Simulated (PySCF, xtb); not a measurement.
C2H6N, SMILES CC[NH], multiplicity 2. One conformer was computed; it need not be the lowest.

Harmonic wavenumbers (cm⁻¹) from xtb with GFN2-xTB at its own minimum, in rising order: 148, 292, 409, 711, 958, 993, 1015, 1182, 1184, 1210, 1325, 1386, 1408, 1477, 1493, 2701, 2763, 3039, 3051, 3056, 3330.

Task: What does B3LYP-D3(BJ)/def2-TZVP (PySCF) give at its own minimum? (The exact figures need the calculation; the answer reports its results.)

Result: 218, 313, 422, 731, 896, 1021, 1028, 1074, 1247, 1264, 1393, 1419, 1436, 1490, 1500, 2924, 2934, 3038, 3102, 3107, 3375. Paired by order, the mean absolute difference is 54 cm⁻¹ and the zero-point energies are 47.4 and 48.5 kcal/mol.
